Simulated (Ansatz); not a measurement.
**Two structures, one formula**

The two ends of one reaction step of GaH5Se, closed shell (PBE0-D4/def2-TZVP).

A:

```xyz
7
angstrom
Ga -0.8457 -0.1820 0.1894
H 0.8502 -0.3491 -2.0290
H -1.2928 -1.6245 -0.2019
H -1.3179 1.1472 -0.4768
H 1.3266 -0.3477 -1.4503
Se 0.6023 -0.0546 2.0078
H 0.6774 1.4107 1.9609
```

B:

```json
{"atom": "Ga1", "x (Å)": "-0.8942", "y (Å)": "-0.2113", "z (Å)": "-0.7425"}
{"atom": "H2", "x (Å)": "0.1653", "y (Å)": "0.1328", "z (Å)": "-1.8550"}
{"atom": "H3", "x (Å)": "-1.2132", "y (Å)": "-1.7214", "z (Å)": "-0.4287"}
{"atom": "H4", "x (Å)": "-1.9279", "y (Å)": "0.8925", "z (Å)": "-0.3019"}
{"atom": "H5", "x (Å)": "1.8640", "y (Å)": "-0.6194", "z (Å)": "0.9014"}
{"atom": "Se6", "x (Å)": "0.7084", "y (Å)": "0.1234", "z (Å)": "1.4206"}
{"atom": "H7", "x (Å)": "1.2976", "y (Å)": "1.4032", "z (Å)": "1.0062"}
```

Computed with Ansatz 0.2.0 (basis: def2-TZVPP); correlated methods freeze the cores. Filled d shells of the heavier atoms are correlated. The def2 sets are not built for correlating such inner shells, so the correlated values are less sure here. B3LYP uses VWN-RPA correlation.

Question: Which structure is lower at CCSD(T), and by how much? (Judge from chemistry; the value comes from the calculation.)

Answer: The calculation gives: A, by 0.562 eV (electronic energy, against the other). By their contacts, A is a complex of GaH₃Se ([GaH2][SeH]) + H₂ and B is GaH₅Se ([GaH3][SeH2]).

All methods give the same order:

| method | E(B) − E(A) (eV) |
| --- | --- |
| SPW92 | 0.374 |
| PBE-D4 | 0.562 |
| BLYP-D4 | 0.615 |
| r2SCAN-D4 | 0.574 |
| B97M-V | 0.440 |
| PBE0-D4 | 0.555 |
| B3LYP-D4 | 0.596 |
| r2SCAN0-D4 | 0.576 |
| BHLYP-D4 | 0.588 |
| CAM-B3LYP-D4 | 0.533 |
| wB97X-V | 0.546 |
| wB97M-V | 0.567 |
| B2PLYP | 0.616 |
| PBE-QIDH | 0.578 |
| RPA on PBE | 0.529 |
| HF | 0.658 |
| MP2 | 0.637 |
| CCSD | 0.553 |
| CCSD(T) | 0.562 |

No T1 diagnostic of these runs exceeds 0.012.

Labels in which every atom is bracketed show which atoms are joined, not bond orders.

For scale, one of the runs: CCSD(T)/def2-TZVPP, 166 basis functions, launched by `ansatz run in.yaml --threads 2 --pin off --events-out ev --progress --plain --max-ram 4352MiB`. Time: 43 s of wall clock on 2 CPU threads of an Arm Neoverse V2; the host was shared. Peak host memory: 1.3 GiB.
